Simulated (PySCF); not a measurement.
Input for PySCF: R-HF/STO-3G on FHSeTe (SMILES F[Te][SeH]), a point of a torsion scan.

```python
from pyscf import gto, scf, dft, mp
from pyscf.data.elements import chemcore

mol = gto.M(
    atom='''
    F     1.69960638   -0.79715596    0.34000979
    Te    1.06368463    1.00215383   -0.24362890
    Se   -1.33430876    0.52612164    0.29229842
    H    -1.03134935   -0.37650195    1.37264453
    ''',
    basis='sto-3g',
    charge=0, spin=0, verbose=3, max_memory=1800)
mf = scf.RHF(mol)
mf.conv_tol = 1e-8
mf.max_cycle = 100
mf.kernel()
if not mf.converged:
    mf = mf.newton().run(mf.mo_coeff, mf.mo_occ)
```

It printed:

```
converged SCF energy = -9019.27793443232
```

Self-consistency was reached.

Cost: roughly 0.6 core-seconds.
